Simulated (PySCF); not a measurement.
AlAsFH₃. Atoms are numbered in the order given.

```xyz
6

Al    -0.5349    -1.2396     0.0000
As     0.0174     1.1317     0.0000
H      1.0460     0.8310    -1.0879
H      1.0460     0.8310     1.0879
F      0.6977    -2.3388     0.0000
H     -1.9931    -1.8451     0.0000
```
Charge 0, spin multiplicity 1.

Geometry optimised at PBE0-D3(BJ)/def2-TZVP. A frequency run showed that this geometry is not a minimum.

The numbers are results of PBE0/pcSseg-2 (PySCF), not measurements.

GIAO shieldings, no solvent; atoms alike by connectivity are averaged. δ = σ(ref) − σ: ⁷⁵As against AsH3 (σ = 1914.7 ppm); ¹H against TMS (σ = 31.54 ppm); ¹⁹F against CFCl3 (σ = 165.8 ppm), references at their B3LYP-D3(BJ)/def2-TZVP geometries, non-relativistic.

### Question
Estimate the chemical shifts. (Estimate from the structure and the level; the computed values follow.)

### Answer

```csv
nucleus,atoms,count,δ (ppm)
⁷⁵As,As2,1,-146.4
¹H,H6,1,5.66
¹H,"H3, H4",2,1.50
¹⁹F,F5,1,-117.1
```
